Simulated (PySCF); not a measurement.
Species: `C=CN1[SiH2]CC[SiH2]1`. The columns A, B, C and D hold Mulliken, IAO, Hirshfeld and ESP-fitted charges (e) of one PBE0/pcSseg-1 density (PySCF), in a shuffled order. Coordinates in Å (GFN2-xTB); the density's dipole moment is (-1.56, -0.17, -0.19) D.

```tsv
atom	x	y	z	A	B	C	D
C1	2.918	0.354	0.429	-0.154	-0.414	-0.258	-0.571
C2	1.787	0.987	0.153	-0.003	-0.022	+0.111	-0.122
N3	0.544	0.409	0.016	-0.236	-0.717	-0.912	-0.227
Si4	-0.877	1.390	-0.258	+0.378	+0.883	+0.783	+0.439
C5	-2.178	0.034	-0.003	-0.157	-0.538	-0.540	-0.164
C6	-1.559	-1.313	-0.390	-0.158	-0.535	-0.543	-0.240
Si7	0.273	-1.317	0.113	+0.374	+0.868	+0.783	+0.453
H8	3.844	0.891	0.518	+0.041	+0.155	+0.113	+0.208
H9	2.951	-0.711	0.577	+0.034	+0.139	+0.126	+0.217
H10	1.788	2.062	0.018	+0.046	+0.137	+0.096	+0.185
H11	-0.857	1.944	-1.618	-0.085	-0.146	-0.087	-0.114
H12	-0.946	2.466	0.736	-0.080	-0.136	-0.093	-0.117
H13	-2.466	0.007	1.049	+0.041	+0.150	+0.150	+0.059
H14	-3.093	0.220	-0.566	+0.039	+0.149	+0.146	+0.057
H15	-1.633	-1.442	-1.471	+0.041	+0.148	+0.149	+0.074
H16	-2.115	-2.138	0.054	+0.039	+0.149	+0.147	+0.072
H17	0.497	-1.798	1.481	-0.082	-0.140	-0.084	-0.103
H18	1.111	-2.039	-0.849	-0.078	-0.132	-0.087	-0.106
```

Which column most likely holds the ESP-fitted charges?

D. Σ q r misses the density's dipole by 0.01 D (D), 0.43 D (B), 0.46 D (A), 2.22 D (C). Charges fitted to the outside potential are the only set here that is tied to the molecule's multipoles.

And the Hirshfeld charges?

A. The mean sizes are 0.115 e (A), 0.196 e (D), 0.289 e (C), 0.309 e (B), and Hirshfeld charges are commonly the smallest of these schemes.

As computed, A = Hirshfeld, B = IAO, C = Mulliken, D = ESP-fitted. Hydrogens on carbon: Hirshfeld +0.03 to +0.05, IAO +0.14 to +0.15, Mulliken +0.10 to +0.15, ESP-fitted +0.06 to +0.22 e.

The IAO scheme projects the occupied orbitals on a minimal set of polarised atomic orbitals and counts the electrons in each atom's part of it. The Mulliken scheme counts on each atom the diagonal of the density matrix times the overlap matrix over that atom's basis functions.

Isolated species at its GFN2-xTB geometry (one conformer only).

These values come from a run that also computed NMR shieldings. On one thread, Arm Neoverse V1 (aarch64) (shared host), this took 33 s of wall time and 0.89 GiB of memory at its peak.
